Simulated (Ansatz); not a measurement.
`BSC=O` and `C#CSC=O` differ in one atom or group.

Ansatz, PBE0-D4/def2-TZVP geometries, multiplicity 1. Each molecule was computed in one conformer, which needn't be the lowest.

```tsv
property	`BSC=O`
ideal-gas entropy at 298 K and 1 bar (rigid rotor, harmonic PBE0-D4/def2-TZVP) / J/(mol·K)	296
size of the dipole moment (ωB97M-V/def2-TZVPP) / D	2.04
LUMO energy (PBE/def2-TZVPP) / eV	-3.07
HOMO energy (PBE/def2-TZVPP) / eV	-6.74
HOMO–LUMO gap (PBE/def2-TZVPP) / eV	3.67
HOMO–LUMO gap (B3LYP/def2-TZVPP) / eV	5.69
```

Question: What does the change do to each property? (Best estimate.)

Answer: The calculation gave: 
```json
{"property": "ideal-gas entropy at 298 K and 1 bar (rigid rotor, harmonic PBE0-D4/def2-TZVP) / J/(mol·K)", "`C#CSC=O`": "313", "shift": "17"}
{"property": "size of the dipole moment (ωB97M-V/def2-TZVPP) / D", "`C#CSC=O`": "1.32", "shift": "-0.72"}
{"property": "LUMO energy (PBE/def2-TZVPP) / eV", "`C#CSC=O`": "-2.41", "shift": "0.66"}
{"property": "HOMO energy (PBE/def2-TZVPP) / eV", "`C#CSC=O`": "-6.34", "shift": "0.40"}
{"property": "HOMO–LUMO gap (PBE/def2-TZVPP) / eV", "`C#CSC=O`": "3.93", "shift": "0.26"}
{"property": "HOMO–LUMO gap (B3LYP/def2-TZVPP) / eV", "`C#CSC=O`": "5.61", "shift": "-0.08"}
```

With PBE0 the HOMO rises by 0.75 eV and the LUMO rises by 0.69 eV, so the gap narrows by about 0.06 eV. PBE moves the HOMO by 0.40 eV and ωB97M-V by 0.94 eV. Dipoles are sizes alone; their direction can turn.

B3LYP here is the variant with VWN-RPA as its local correlation; programs differ in this.
